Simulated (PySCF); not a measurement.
Computed IR spectrum (relative IR intensity) of a molecule C4H6ClF. Geometry optimised at ωB97X-D3(BJ)/def2-SVP. The values are those of a single conformer. Calculation: ωB97X-D3(BJ)/def2-SVP in PySCF 2.14.0. Frequencies are harmonic and unscaled.

ν (cm⁻¹): 241 (vw), 318 (vw), 539 (w), 664 (vw), 790 (w), 816 (m), 863 (m), 901 (vs), 1012 (m), 1098 (m), 1200 (s), 1276 (w), 1346 (m), 1395 (s), 1413 (w), 1459 (w), 1478 (m), 1494 (m), 1802 (s), 3074 (m), 3080 (m), 3147 (w), 3170 (m), 3179 (m), 3269 (m) (against the strongest line: vs over 80 %, s over 45 %, m over 15 %, w over 4 %, vw less)

Q: Which molecule gave these data?
A. C[C@@]1(Cl)C[C@@H]1F
B. F[C@H]1C[C@@H](Cl)C1
C. CC/C(F)=C/Cl
D. C/C(F)=C(\C)Cl

A: C, CC/C(F)=C/Cl
